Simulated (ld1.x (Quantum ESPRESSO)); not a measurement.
Logarithmic derivatives: zinc (Zn), PAW

Zn, PAW, made with ld1.x (Quantum ESPRESSO) 7.5 (PBEsol, scalar-relativistic). Core [Ne] 3s2, reference 3p6 3d10 4s0.5 4p0 (charge +1.5). Waves: 4s (bound): rcut 1.25, rcutus 1.65 bohr; 4s channel at 2.55 Ry: rcut 1.25, rcutus 1.65 bohr; 3p (bound): rcut 1.05, rcutus 1.20 bohr; 4p (bound, empty): rcut 1.05, rcutus 1.20 bohr; 3d (bound): rcut 1.00, rcutus 1.25 bohr; 3d channel at -0.35 Ry: rcut 1.00, rcutus 1.25 bohr. Local part: all-electron potential smoothed inside 1.65 bohr (lloc = -2). Core correction: Bessel-smoothed model core inside 1.10 bohr. Augmentation charge: PSQ, radius 0.95 bohr.

The phase is arctan(r·u′/u) with u = r·R(r), unwrapped; energies in Ry, scanned from -9 to 5 Ry. A pole is an energy at which the radial function vanishes at the test radius. The pseudo phase is shifted by a multiple of π to meet the all-electron one at the reference energy, and phase errors are pseudo minus all-electron; the curves can meet again beyond the range given. Levels narrower than the energy grid can be missing from the lists of poles.

**Question.** For each channel, where are the poles, and over which energies does the pseudopotential scatter like the atom?

**Answer.**

```tsv
channel	radius (bohr)	reference energy (Ry)	poles, all-electron	poles, pseudo	unbroken range about the reference energy with phases within 0.05 rad	phase error 1 Ry above the reference energy (rad)
s	1.81	-1.35	4.13	4.04, 4.99	below 4.6	-0.001
p	1.81	-0.84	-7.13	-7.13	the whole range	+0.001
d	1.81	-1.85	-1.48	-1.48	the whole range	+0.000
```

Phases in the d channel:

| E (Ry) | all-electron | pseudo |
| --- | --- | --- |
| -9.00 | 1.379 | 1.379 |
| -8.52 | 1.373 | 1.373 |
| -8.04 | 1.367 | 1.367 |
| -7.56 | 1.359 | 1.359 |
| -7.08 | 1.351 | 1.351 |
| -6.60 | 1.342 | 1.342 |
| -6.12 | 1.332 | 1.332 |
| -5.64 | 1.319 | 1.319 |
| -5.16 | 1.304 | 1.304 |
| -4.68 | 1.286 | 1.286 |
| -4.20 | 1.262 | 1.262 |
| -3.72 | 1.229 | 1.229 |
| -3.24 | 1.177 | 1.177 |
| -2.76 | 1.071 | 1.071 |
| -2.28 | 0.680 | 0.680 |
| -1.80 | -1.212 | -1.212 |
| -1.32 | -1.649 | -1.649 |
| -0.84 | -1.774 | -1.774 |
| -0.36 | -1.852 | -1.852 |
| 0.12 | -1.924 | -1.924 |
| 0.60 | -2.005 | -2.005 |
| 1.08 | -2.112 | -2.112 |
| 1.56 | -2.270 | -2.269 |
| 2.04 | -2.527 | -2.524 |
| 2.52 | -2.950 | -2.943 |
| 3.00 | -3.492 | -3.480 |
| 3.48 | -3.922 | -3.910 |
| 3.96 | -4.183 | -4.173 |
| 4.44 | -4.340 | -4.331 |
| 4.92 | -4.442 | -4.433 |
